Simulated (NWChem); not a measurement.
System: sulfur tetrafluoride (SF4); SMILES S(F)(F)(F)F

NWChem input:

```
start job
memory heap 200 mb stack 900 mb global 1100 mb
geometry units angstroms noautosym nocenter noautoz
  F      1.220545     0.000000     0.616808
  S      0.000000     0.000000    -0.387794
  F      0.000000    -1.654169    -0.275546
  F      0.000000     1.654169    -0.275546
  F     -1.220545     0.000000     0.616808
end
basis spherical
  * library def2-svp
end
dft
  xc pbe0
  iterations 150
end
cosmo
  dielec 2.4
end
task dft energy
```

All runs use the structure optimised with PBE0/def2-SVP.

Level: PBE0/def2-SVP with COSMO at NWChem's default radii, gas-phase geometry; the question gives the dielectric constant.

What results follow from this input? (PBE0/def2-SVP, COSMO on the gas-phase geometry.) Quantities: electrostatic solvation energy (kcal/mol); dipole in solution (D).


| Item | Result |
|---|---|
| electrostatic solvation energy (kcal/mol) | -2.1 |
| dipole in solution (D) | 1.07 |
